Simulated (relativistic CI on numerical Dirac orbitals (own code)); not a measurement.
Ti4+ in a cubic cluster: L2,3 absorption with charge transfer

Computed with a charge-transfer multiplet model of a cubic metal-ligand cluster with up to 2 ligand holes, Slater and spin-orbit integrals from Dirac-Coulomb-Breit ions, Slater integrals scaled by 0.8. The ground state mixes d0 with configurations of k ligand holes L, whose averages lie at kΔ + k(k − 1)U_dd/2; a core hole lowers each added d electron by U_cd. 20 K, Lorentzian 0.4 eV and Gaussian 0.3 eV FWHM.

Atomic integrals in eV (Slater integrals scaled, ζ unscaled), ground: F2dd 6.578, F4dd 4.090, zeta_d 0.013; with the core hole: F2dd 6.578, F4dd 4.090, zeta_d 0.032, zeta_core 3.741, F2cd 5.066, G1cd 3.785, G3cd 2.149. Where a configuration has fewer than two d electrons, the dd integrals are those of d2.

Cluster parameters (eV): Δ = 2.3, U_dd = 4.5, 10Dq = 1.35, 10Dq(ligand) = 0.3, V(eg) = 2, V(t2g) = -0.87, final-state hopping factor = 0.9.

| Case | n_d | d0 | d1L | d2L2 | S |
| --- | --- | --- | --- | --- | --- |
| U_cd = 3.3 eV | 0.62 | 0.46 | 0.45 | 0.08 | 0.00 |
| U_cd = 5.1 eV | 0.62 | 0.46 | 0.45 | 0.08 | 0.00 |
| U_cd = 6.9 eV | 0.62 | 0.46 | 0.45 | 0.08 | 0.00 |

Weights, n_d and S are thermal averages at 20 K. Photon energies count from the first peak over 30 % of the highest in each spectrum, which can be another peak from case to case. The parameters are a model scan and need not match a compound or its usual spin state. Peaks in eV (height, largest 100):
- U_cd = 3.3 eV: -2.1 (17), 0.0 (68), 3.3 (28), 5.5 (100)
- U_cd = 5.1 eV: -2.1 (23), 0.0 (68), 2.1 (14), 3.9 (31), 5.6 (100)
- U_cd = 6.9 eV: -2.1 (24), 0.0 (64), 1.5 (22), 3.9 (46), 5.7 (100), 12.7 (8)

A d0 ion has no d-d gap: its lowest excitations are ligand-to-metal charge transfer. With the core hole the configuration with one ligand hole lies at Δ + U_dd − U_cd = 3.5, 1.7, -0.1 eV from the one without, in the order of the table; where this is negative the screened configuration lies lower, though the effective hopping of about 3.9 eV (from the holes of the mixed ground state) mixes the two strongly wherever it is as large as the gap.
